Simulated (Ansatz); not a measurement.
Z-matrix (Å, degrees):
```
Si
Se 1 2.279
H 1 1.484 2 111.4
H 1 1.484 2 111.5 3 -122.1
H 1 1.483 2 104.9 3 119.0
H 2 1.469 1 93.0 3 60.4
```

Charge 0, multiplicity 1.

Problem. List the PBE/def2-TZVPP orbital energies in eV (Ansatz 0.2.0). (An estimate is asked.)

Solution. Computed: Occupied: -12302.31, -1780.19, -1562.30, -1403.08, -1403.05, -1402.99, -205.29, -150.64, -150.54, -150.35, -137.90, -94.68, -94.61, -94.60, -53.75, -53.73, -53.58, -53.51, -53.48, -17.68, -13.23, -9.92, -8.82, -8.58, -7.90, -5.96. Lowest empty: -0.95, -0.84, 0.14, 0.37, 0.74, 3.08, 3.17, 3.36.
